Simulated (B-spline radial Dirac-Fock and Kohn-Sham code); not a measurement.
ΔSCF core binding energies without Breit or QED terms, calculated with a radial finite-basis atomic code.

A sound run for atomic aluminum, configuration 1s2 2s2 2p6 3s2 3p1: The ground state converged in 10 iterations, with total energy -242.33075 Ha, virial ratio 1.99625 and highest orbital energy -5.70 eV. ΔSCF binding energies: K (1s) 1569.2 eV, L3 (2p3/2) 80.60 eV. Holes are computed only in closed shells, and unreliable hole states are left out.

A second run, with one unsound setting: The ground state converged in 10 iterations, with total energy -240.03555 Ha, virial ratio 1.97827 and highest orbital energy -6.06 eV. ΔSCF binding energies: K (1s) 1559.8 eV, L3 (2p3/2) 84.68 eV. Holes are computed only in closed shells, and unreliable hole states are left out.

```
iter   energy (Ha)        error
   1     -239.46763680  1.60e+00
   2     -239.98615581  2.15e-01
   3     -240.02876190  7.28e-02
   4     -240.03435060  2.47e-02
   5     -240.03541854  7.58e-03
   6     -240.03553237  9.08e-04
   7     -240.03554679  1.14e-04
   8     -240.03554703  1.23e-05
   9     -240.03554703  1.01e-06
  10     -240.03554703  1.01e-07
```

Question: Which fault fits the second run best?
A. unbound anion
B. speed of light below Z
C. overfilled shell
D. mesh too coarse

Answer: D. The input had h = 2.0: h is too large to resolve the orbitals.
